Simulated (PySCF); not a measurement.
# How the method changes the shape and vibrations of BH3O2Si

Calculated results; nothing here was measured. They come from PySCF 2.14.0, an open-source quantum chemistry program, on an isolated molecule that a program drew, which may never have been made. The molecule is BH3O2Si (charge 0, singlet), drawn as the SMILES string `OBO[SiH]`.

The geometry was optimised and harmonic frequencies were computed with HF and MP2, all in the cc-pV(D+d)Z basis, for the commonest isotopes, with a restricted reference for singlets and an unrestricted one otherwise, and a frozen core in MP2. Each result is a local minimum of its method.

Geometry at the HF minimum:
```xyz
7
BH3O2Si, angstrom
O    -0.5235    1.7679   -0.7840
B    -0.1017    0.6272   -1.3610
O    -0.4299   -0.5821   -0.8038
Si   -0.0516   -2.1342   -1.2927
H    -1.0364    1.6134   -0.0026
H     0.5572    0.7062   -2.3583
H    -0.7802   -2.8372   -0.1592
```

Lengths of the bonds as drawn, in Å (atoms numbered as above):
| bond | HF | MP2 |
|---|---|---|
| O1-B2 | 1.346 | 1.361 |
| B2-O3 | 1.371 | 1.394 |
| O3-Si4 | 1.671 | 1.704 |
| O1-H5 | 0.947 | 0.970 |
| B2-H6 | 1.198 | 1.204 |
| Si4-H7 | 1.520 | 1.525 |

Rotational constants, in GHz:
```
constant     HF    MP2
       A  49.74  46.42
       B  2.727  2.715
       C  2.585  2.565
```

Harmonic frequencies in cm^-1, each column in rising order, so a row needn't be the same motion in every method:
| rank | HF | MP2 |
|---|---|---|
| 1 | 94 | 93 |
| 2 | 185 | 192 |
| 3 | 221 | 242 |
| 4 | 441 | 421 |
| 5 | 676 | ? |
| 6 | 819 | 779 |
| 7 | 931 | 882 |
| 8 | 1012 | 953 |
| 9 | 1120 | 1050 |
| 10 | 1193 | 1118 |
| 11 | 1272 | 1218 |
| 12 | 1473 | 1413 |
| 13 | 2114 | 2078 |
| 14 | 2742 | 2694 |
| 15 | 4140 | 3838 |

**Estimate the missing MP2 frequency from the HF column.**

A single factor s that minimises the squared misfit of MP2 against s times HF over the other rows is sum(HF x MP2) / sum(HF^2) = 0.9499, with an rms misfit of 41 cm^-1. For rank 5 it gives 0.9499 x 676 = 642 cm^-1. The calculation gives 669 cm^-1, 27 cm^-1 above the estimate. The drawn bonds are on average 1.3 % longer in MP2 than in HF.
